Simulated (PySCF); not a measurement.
A structure optimised at B3LYP-D3(BJ)/def2-SVPD, used in a PySCF frequency run:

```xyz
5

Ga     0.0000     0.0000     0.0000
Cl     1.2888     1.2888    -1.2888
Cl    -1.2888     1.2888     1.2888
Cl    -1.2888    -1.2888    -1.2888
Cl     1.2888    -1.2888     1.2888
```
Charge -1, spin multiplicity 1.

### Question
Write its SMILES, formula and point group.

### Answer
[Cl][Ga-]([Cl])([Cl])[Cl], Cl₄Ga, Td

### Question
What are its rotational constants (standard atomic weights)?

### Answer
1.0728, 1.0728, 1.0728 GHz
